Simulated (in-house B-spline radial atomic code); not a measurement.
The outermost shell (largest non-relativistic mean radius) with and without relativity; Dirac values are averaged over j. Computed with an all-electron radial atomic-structure program (B-spline basis): non-relativistic Hartree-Fock and Dirac-Hartree-Fock, averages of the configuration (point nuclei without relativity, finite nuclei with it).

| ion | configuration | outermost shell | radius non-relativistic (bohr) | radius Dirac (bohr) | radius change (%) | level non-relativistic (eV) | level Dirac (eV) | spin-orbit splitting (eV) |
| --- | --- | --- | --- | --- | --- | --- | --- | --- |
| Sc3+ | [Ne] 3s2 3p6 | 3p | 1.136 | 1.1344 | -0.14478 | -73.595 | -73.629 | 0.57797 |
| Ti3+ | [Ar] 3d1 | 3d | 1.2477 | 1.2527 | 0.39841 | -43.350 | -43.121 | 0.050527 |
| V3+ | [Ar] 3d2 | 3d | 1.1635 | 1.168 | 0.39192 | -46.080 | -45.83 | 0.072111 |
| Cr3+ | [Ar] 3d3 | 3d | 1.0915 | 1.0957 | 0.38854 | -48.712 | -48.439 | 0.099307 |
| Mn3+ | [Ar] 3d4 | ? | ? | ? | ? | ? | ? | ? |
| Fe3+ | [Ar] 3d5 | 3d | 0.9741 | 0.97787 | 0.38728 | -53.755 | -53.43 | 0.17428 |
| Co3+ | [Ar] 3d6 | 3d | 0.92532 | 0.92892 | 0.38837 | -56.191 | -55.837 | 0.22413 |
| Ni3+ | [Ar] 3d7 | ? | ? | ? | ? | ? | ? | ? |
| Cu3+ | [Ar] 3d8 | 3d | 0.84224 | 0.84555 | 0.39251 | -60.930 | -60.513 | 0.35443 |

Task: Fill in the row of Mn3+.

Result: outermost shell: 3d; radius non-relativistic (bohr): 1.029; radius Dirac (bohr): 1.033; radius change (%): 0.3872; level non-relativistic (eV): -51.266; level Dirac (eV): -50.968; spin-orbit splitting (eV): 0.13303.

Task: Fill in the row of Ni3+.

Result: outermost shell: 3d; radius non-relativistic (bohr): 0.88164; radius Dirac (bohr): 0.88508; radius change (%): 0.39017; level non-relativistic (eV): -58.580; level Dirac (eV): -58.196; spin-orbit splitting (eV): 0.28375.

Task: Which member changes most?

Result: Titanium (Ti3+): its 3d shell expands by 0.4 %.
